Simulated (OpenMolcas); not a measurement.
Mn2+, Tc2+, Re2+: d5 down the group

```yaml
Program: OpenMolcas 26.06
Method: CASSCF
Basis: ANO-R3
Scalar_Hamiltonian: X2C, finite nucleus
Spin-orbit_coupling: state interaction with AMFI integrals over the reference wave functions, term energies averaged over their components
```

Active space for each ion: 5 electrons in 5 orbitals (d).

Computed levels in cm-1 above 6S 5/2:

```csv
Level,Mn2+,Tc2+,Re2+
4G 7/2,32221,24503,22663
4G 11/2,32224,24536,23138
4G 9/2,32229,24576,23654
4P 3/2,37077,28000,24260
4P 1/2,37122,28390,26233
4D 7/2,40042,30152,28532
4D 1/2,40084,30562,31295
4D 3/2,40118,30859,32242
2I 11/2,45795,34927,32505
weight of 6S in the lowest level (%),100,100,94
```

Mixed levels, with the weight of the term that names them: Re2+ 4P 3/2 (52 %), Re2+ 4P 1/2 (69 %), Re2+ 4D 1/2 (72 %), Re2+ 4D 3/2 (51 %).

Measured, with the error of the calculation in %. Measured levels: Mn2+ from Corliss and Sugar, J. Phys. Chem. Ref. Data 6, 1253 (1977); Re2+ from the list in Brasseur, Gamrath and Quinet, At. Data Nucl. Data Tables 157, 101636 (2024).

```tsv
Level	Mn2+	Re2+
4G 7/2	26860 (+20.0)	16890 (+34.2)
4G 11/2	26824 (+20.1)	18020 (+28.4)
4G 9/2	26851 (+20.0)	18346 (+28.9)
4D 7/2	32307 (+23.9)	20453 (+39.5)
4D 1/2	32369 (+23.8)	
2I 11/2	39174 (+16.9)	26170 (+24.2)
```

Without spin-orbit coupling 4G lies 32223, 24526, 23047 cm-1 above 6S in that order; the difference to the level 4G 7/2, of either sign, comes from spin-orbit coupling, which also lowers the zero.

Without dynamic correlation excited terms often stand tens of per cent too high (terms of higher spin than the ground term too low), and those without a measured partner can miss by more than the paired ones. Levels of configurations with an s electron are missing; early in the row they begin among the upper levels of the d shell and mix with terms of their name (holds for Tc2+). Configurations with an s electron lie low in 5d ions of this charge, fall among these levels and mix in, so low-spin terms can stand far too high, up to twice their true height, and weights are not those of the real levels (holds for Re2+). Some levels mix across a computed gap that differs much from the measured one, so their mixing is not that of the real levels (holds for Re2+). Computed and measured levels are paired by configuration, term and J; levels that our copy of the source lacks, or whose pairing is in doubt (as where it misses far off the trend of its configuration), stay unpaired and out of the deviations. Only configurations of the active space appear.
